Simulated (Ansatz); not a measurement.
`F[SiH](F)[SiH2]Cl` + H–F → `F[SiH2][SiH](F)F` + HCl at 400 K and 1 bar (ligand exchange at the Si–Cl bond).

Program: Ansatz. Geometries: PBE0-D4/def2-TZVP. ΔE: electronic, gas phase. CCSD(T)/CBS is the MP2 limit (def2-TZVPP, def2-QZVPP) plus CCSD(T) − MP2 in def2-TZVPP, frozen cores. This one scheme is used for every species. One conformer a species, not always the lowest.

| species | CCSD(T)/CBS energy (Eh) | H − E (kJ/mol) | S (J/(mol·K)) |
| --- | --- | --- | --- |
| `F[SiH](F)[SiH2]Cl` | -1239.50061 | 122.2 | 400.6 |
| H–F | -100.39570 | 36.5 | 182.2 |
| `F[SiH2][SiH](F)F` | -879.52477 | 124.1 | 387.3 |
| HCl | -460.38127 | 29.6 | 195.4 |

H − E and S are ideal-gas, rigid-rotor, harmonic terms from PBE0-D4/def2-TZVP, for one conformer and one mirror image of each species. 1 Eh = 2625.50 kJ/mol, R = 8.31446 J/(mol·K).

Task: By hand: ΔE, ΔH, ΔS and ΔG.

Result: ΔE = (-879.52477) + (-460.38127) − (-1239.50061) − (-100.39570) = -0.00973 Eh = -25.5 kJ/mol. Δ(H − E) = 124.1 + 29.6 − 122.2 − 36.5 = -5.0, so ΔH = -30.5 kJ/mol. ΔS = 387.3 + 195.4 − 400.6 − 182.2 = -0.1 J/(mol·K). ΔG = -30.5 − 400 × (-0.1)/1000 = -30.5 kJ/mol.

Task: By hand: the equilibrium constant, and the temperature at which ΔG would vanish if ΔH and ΔS stayed fixed.

Result: log₁₀ K = −ΔG/(RT ln 10) = 4.0. ΔG = 0 at ΔH/ΔS = 305000 K, far beyond where these terms or the molecules hold.

The number of gas molecules stays the same, so ΔS is small and ΔH decides. A doubt of 5 kJ/mol in ΔE shifts log₁₀ K by 0.7 here. Other conformers and mirror images would add mixing entropy, several J/(mol·K) or more a flexible species. Modes under 60 cm⁻¹, often nearly free rotors, make the harmonic entropy too high. These are equilibria of isolated gas molecules and say nothing of rates. Largest T1 diagnostic: 0.012 (customary marks: 0.02 for closed shells, 0.045 for open ones).
